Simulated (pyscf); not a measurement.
# Concerted two-bond exchange: `[CH3][CH2][CH2][Ga]([CH3])[NH2]` → `[CH3][GaH][CH2][CH2][CH2][NH2]`

Gas phase, singlet surface, charge 0. Bonds broken: Ga2–N4, H5–C14. Bonds formed: Ga2–H5, N4–C14. PySCF, gas phase, ωB97X-D3(BJ)/def2-SVP geometries.

Transition state (Å):

```xyz
18

C      0.7823     0.4105     1.8600
Ga    -0.0865    -0.4197     0.2514
C     -1.4161    -1.8758     0.1583
N     -0.2551     1.1531    -0.9085
H      1.4137    -0.4242    -0.5570
H      0.1542     0.7085     2.7143
H      1.5480    -0.2823     2.2481
H     -1.1227    -2.7353     0.7824
H     -2.3963    -1.5225     0.5220
H     -1.5525    -2.2353    -0.8741
H     -1.0030     1.8510    -0.8785
H     -0.0602     0.9501    -1.8871
C      1.4476     1.6323     1.2002
C      1.8727     1.3821    -0.2160
H      2.3652     1.9414     1.7429
H      0.7509     2.4835     1.2042
H      1.8205     2.2186    -0.9156
H      2.7862     0.7955    -0.3513
```

One imaginary mode, 1105i cm⁻¹; descent along it reached the two sides named.

```
bond    change  reactant side (Å)  saddle  product side
------  ------  -----------------  ------  ------------
Ga2–N4  breaks              1.823   1.961         2.164
H5–C14  breaks              1.103   1.895           3.8
Ga2–H5   forms                2.8   1.704         1.586
N4–C14   forms                4.0   2.249         1.481
```

Electronic energies relative to the reactant's lowest minimum found (eV):

```json
[
 {"level": "ωB97X-D3(BJ)/def2-TZVP", "barrier": "4.03", "reaction energy": "+0.36", "reverse barrier": "3.68"},
 {"level": "PBE/def2-TZVP", "barrier": "3.55", "reaction energy": "+0.44", "reverse barrier": "3.11"},
 {"level": "r²SCAN/def2-TZVP", "barrier": "3.70", "reaction energy": "+0.41", "reverse barrier": "3.30"},
 {"level": "B3LYP-D3(BJ)/def2-TZVP", "barrier": "3.82", "reaction energy": "+0.46", "reverse barrier": "3.37"},
 {"level": "PBE0-D3(BJ)/def2-TZVP", "barrier": "3.85", "reaction energy": "+0.35", "reverse barrier": "3.50"},
 {"level": "M06-2X/def2-TZVP", "barrier": "4.06", "reaction energy": "+0.47", "reverse barrier": "3.59"},
 {"level": "ωB97M-D3(BJ)/def2-TZVP", "barrier": "3.97", "reaction energy": "+0.40", "reverse barrier": "3.57"},
 {"level": "HF/def2-TZVP", "barrier": "4.64", "reaction energy": "+0.47", "reverse barrier": "4.17"}
]
```

With ωB97M-D3(BJ)/def2-TZVP energies and thermal terms (ideal gas, 1 atm, RRHO with modes under 100 cm⁻¹ raised to 100, one conformer, R ln 2 for chiral ones without a mode under 150 cm⁻¹), in eV:

| T (K) | ΔH‡ | ΔG‡ | ΔH | ΔG |
|---|---|---|---|---|
| 298 | 3.81 | 3.91 | +0.39 | +0.48 |
| 600 | 3.80 | 4.02 | +0.36 | +0.59 |
| 900 | 3.79 | 4.14 | +0.35 | +0.71 |
| 1200 | 3.78 | 4.25 | +0.35 | +0.83 |

What is counted as broken (Ga–N) persists as a longer contact in the product adduct; parting that adduct is a step of its own. H₃C–GaH–CH₂–CH₂–CH₂–NH₂ is closed by a dative Ga–N contact. This is the saddle that the search found; another between the same sides may lie lower. Elements up to Kr have no core potential and no relativistic terms here.
